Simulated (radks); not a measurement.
The numbers below are computed, except where a source is named.
Initial-state core-level shifts of the nickel ion Ni3+ when its valence configuration changes from [Ar] 3d7. Code: a radial shooting solver on a logarithmic mesh with Libxc functionals. Model: non-relativistic Kohn-Sham, PBEsol, spin-polarised, spherical densities, point nucleus; open shells are filled with parallel spins first. Shifts are changes of the shell-averaged eigenvalues in eV (positive: less bound); the change of the density at the nucleus, which sets a Mossbauer isomer shift, is in e/bohr^3, on a base of 1.492e+04.

valence           1s       2p       3s       3p  density at nucleus
3d5 4s2      -20.175  -22.329  -17.824  -17.418             +32.638
3d6.5 4s0.5   -4.655   -5.155   -4.241   -4.138              +7.339
3d6.5 4p0.5   -5.268   -5.751   -4.868   -4.761              +1.340
3d6 4s1       -9.530  -10.569   -8.588   -8.381             +15.423
3d6 4p1      -10.722  -11.732   -9.807   -9.591              +2.835
3d5 4p2      -22.167  -24.357  -19.832  -19.399              +6.265
3d4 4s2 4p1  -33.423  -36.975  -29.079  -28.455             +39.964
3d5 4s1 4p1  -21.058  -23.263  -18.697  -18.274             +20.203
